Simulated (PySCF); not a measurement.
**Predicted spectroscopic data**

PySCF 2.14 calculation with shieldings: GIAO PBE0/pcSseg-1, B3LYP/pcJ-1 coupling constants (spin–dipole term left out of most H,H and C,H couplings) and PBE0-D3(BJ)/def2-SVP geometry; fast rotation and ring inversion assumed for equivalent nuclei, relativity neglected, no solvent, a single conformation.

δ = σ(ref) − σ, references computed at the same level: TMS for ¹H (31.27 ppm) and ¹³C (184.41 ppm). Multiplet labels drop J under 1 Hz and among equivalent protons, and merge close values. Unscaled 3J(H,H) run several per cent high. One-bond C–F couplings are unscaled and too large by tens of Hz. Couplings to H on boron are left out. Carbons bonded to boron are broad in practice. Shifts are as computed. Against solution values, carbons near 30 ppm lie about +2 ppm off and those near 130 ppm about +5 ppm. Of 1313 compounds with measured shifts, 239 miss one by over three times the rms of a fit or turn the order of signals round; such compounds aren't used in these exercises. OH and NH positions are gas-phase values without hydrogen bonding to other molecules.

Compound 1 (C2H5BO3). ¹H NMR (400 MHz, computed): δ 4.14 (s, 4H), 2.94 (br s, 1H). ¹³C{¹H} NMR (computed): δ 67.2 (CH2). Structure: `OB1OCCO1`.

Compound 2 (C3H5BF3NO). ¹H NMR (400 MHz, computed): δ 4.64 (q, J = 5.9 Hz, 2H), 2.32 (br, 3H). ¹³C{¹H} NMR (computed): δ 126.9 (q, J = 337.7 Hz), 109.2, 51.2 (q, J = 4.6 Hz). Structure: SMILES [BH3-][N+]#CCOC(F)(F)F.
